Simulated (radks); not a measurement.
Values are calculated unless marked as measured or tabulated.
Effect of the nuclear size on the gallium ion Ga+, [Ar] 3d10 4s2. Code: a radial shooting solver on a logarithmic mesh with Libxc functionals. Model: Dirac Kohn-Sham, exchange-only LDA, spin-unpolarised, spherical densities, finite nucleus; Fermi nuclear charge, rms radius 3.9973 fm. The rms radius is varied about that value; shifts are against it.

| rms radius (fm) | total energy shift (eV) | density at nucleus (e/bohr^3) | 1s1/2 shift (meV) | 2s1/2 shift (meV) | 3s1/2 shift (meV) | 3p1/2 shift (meV) |
|---|---|---|---|---|---|---|
| 3.2818 | -0.0917 | 2.844e+04 | -39.0 | -3.75 | -0.549 | 0.060 |
| 3.7175 | -0.0379 | 2.823e+04 | -16.1 | -1.55 | -0.227 | 0.025 |
| 3.9973 | 0 | 2.81e+04 | 0.000 | 0.000 | 0.000 | 0.000 |
| 4.381 | 0.0562 | 2.795e+04 | 23.9 | 2.30 | 0.336 | -0.037 |
| 4.9407 | 0.147 | 2.775e+04 | 62.4 | 6.00 | 0.878 | -0.096 |

Slopes of the eigenvalues against <r^2> in GHz/fm^2, as finite differences over the two radii next to the reference (eigenvalue slopes, not the field-shift constants of lines): 1s1/2 1800, 2s1/2 173, 3s1/2 25.3, 3p1/2 -2.77.
